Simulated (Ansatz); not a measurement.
Start from `C[Si](C)(C)[CH2][Ga]([F])[Cl]` and change one atom or group to get `C[Si](C)(C)CBCl`.

Ansatz, PBE0-D4/def2-TZVP geometries, multiplicity 1. Each molecule was computed in one conformer, which needn't be the lowest.

Scalar relativity is left out up to krypton.

| property | `C[Si](C)(C)[CH2][Ga]([F])[Cl]` |
| --- | --- |
| LUMO energy (B3LYP/def2-TZVPP) / eV | -1.15 |
| HOMO–LUMO gap (PBE/def2-TZVPP) / eV | 5.47 |
| HOMO energy (PBE0/def2-TZVPP) / eV | -8.41 |
| HOMO energy (B3LYP/def2-TZVPP) / eV | -8.20 |
| size of the dipole moment (ωB97M-V/def2-TZVPP) / D | 3.69 |
| HOMO energy (PBE/def2-TZVPP) / eV | -7.15 |

(1) What does the change do to each property? (An estimate is asked.)

## Answers

(1) The calculation gave: 
| property | `C[Si](C)(C)CBCl` | shift |
| --- | --- | --- |
| LUMO energy (B3LYP/def2-TZVPP) / eV | -1.16 | -0.01 |
| HOMO–LUMO gap (PBE/def2-TZVPP) / eV | 4.81 | -0.66 |
| HOMO energy (PBE0/def2-TZVPP) / eV | -8.06 | 0.35 |
| HOMO energy (B3LYP/def2-TZVPP) / eV | -7.84 | 0.36 |
| size of the dipole moment (ωB97M-V/def2-TZVPP) / D | 1.97 | -1.72 |
| HOMO energy (PBE/def2-TZVPP) / eV | -6.72 | 0.43 |

With PBE0 the HOMO rises by 0.35 eV and the LUMO falls by 0.12 eV, so the gap narrows by about 0.47 eV. PBE moves the HOMO by 0.43 eV and ωB97M-V by 0.27 eV. Dipoles are sizes alone; their direction can turn.

B3LYP here is the variant with VWN-RPA as its local correlation; programs differ in this.
